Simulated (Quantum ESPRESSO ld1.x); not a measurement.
Question: Se II, 33 electrons, occupied as [Ar] 3d10 4s1.5 4p3 5p0.5 (fractional occupations, a model configuration). All-electron calculation, scalar-relativistic Kohn-Sham, OLYP, spin-unpolarised, spherical densities, point nucleus. Program: ld1.x of Quantum ESPRESSO 7.5. Some entries of the table are withheld. Estimate them.

orbital,occ.,eigenvalue (hartree),<r> (bohr)
1s,2,-460.0492,(1)
2s,2,-59.6696,0.1959
2p,6,-52.5617,0.1711
3s,2,-8.4117,(2)
3p,6,-6.1860,(3)
3d,10,-2.5129,0.6261
4s,1.5,-1.0987,(4)
4p,3,(5),2.046
5s,0,-0.2388,4.751
4d,0,-0.1800,(6)
5p,0.5,-0.1614,6.071

Answer: 
(1) 1s <r> (bohr): 0.04409
(2) 3s <r> (bohr): 0.5735
(3) 3p <r> (bohr): 0.5885
(4) 4s <r> (bohr): 1.716
(5) 4p eigenvalue (hartree): -0.6641
(6) 4d <r> (bohr): 3.953
